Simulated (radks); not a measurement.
Results of a calculation; reference values are marked as such.
Polarisability of the molybdenum ion Mo+, [Kr] 4d5, at imaginary frequency. Code: a radial shooting solver on a logarithmic mesh with Libxc functionals. Model: non-relativistic Kohn-Sham, LB94 model potential, spin-polarised, spherical densities, point nucleus; open shells are filled with parallel spins first (spin-orbit coupling, left out, can overturn this in heavy ions); relativity is left out, which matters for an element this heavy. Response by self-consistent Sternheimer equations with the Hartree and adiabatic LDA kernel.

w (hartree)  alpha1(iw) (bohr^3)
0.00266                    18.16
0.0143                     18.12
0.0360                     17.94
0.0697                     17.39
0.118                      16.20
0.186                      14.30
0.280                      11.94
0.413                      9.500
0.605                      7.183
0.892                      5.075
1.35                       3.251
2.12                       1.799
3.59                      0.8106
6.94                      0.2815
17.5                     0.06623

Static values: alpha1 = 18.16 bohr^3 (2.691 angstrom^3; uncoupled 26.22). C6 = 116.9, triple-dipole C9 = 1403 atomic units. One-pole (London) frequency 4 C6 / (3 alpha1^2) = 0.473 hartree, against 0.625 for minus the highest occupied eigenvalue.
